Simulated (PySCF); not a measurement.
## O (oxygen, neutral) across methods

[He] 2s2 2p3 3d1, high-spin 5D determinant (an excited configuration). Computed with PySCF 2.14 in aug-cc-pVQZ with one added diffuse shell each of s, p, d, f, g type (7s6p5d4f3g, 105 functions), with the non-relativistic Hamiltonian (point nucleus).

```csv
method,E (hartree),mean ε 2s β (eV),mean ε 2p α (eV),mean ε 3d α (eV),Σ⟨r²⟩ (bohr²),⟨S²⟩
UHF,-74.38946,-36.363,-30.913,-0.374,40.67,6.005
PBE,-74.5392,-30.361,-21.096,0.381,40.90,6.002
BHandHLYP,-74.6025,-34.477,-26.093,0.049,40.74,6.003
PBEsol,-74.2883,-30.166,-21.030,0.495,40.90,6.002
r2SCAN0,-74.5879,-32.294,-24.400,0.297,40.81,6.004
LDA,-74.0500,-30.283,-21.158,0.590,40.51,6.002
r2SCAN,-74.5902,-30.463,-22.065,0.532,41.03,6.003
revPBE,-74.6059,-30.372,-21.073,0.316,41.14,6.002
PBE0,-74.5493,-32.313,-23.697,0.143,40.78,6.002
```

The outer electron is Rydberg-like, and this basis confines it to a smaller radius and binds it less than a complete one would.

The highest occupied level is positive at PBE, BHandHLYP, PBEsol, r2SCAN0, LDA, r2SCAN, revPBE, PBE0: only the finite basis holds that electron, which in a density functional comes from self-interaction.
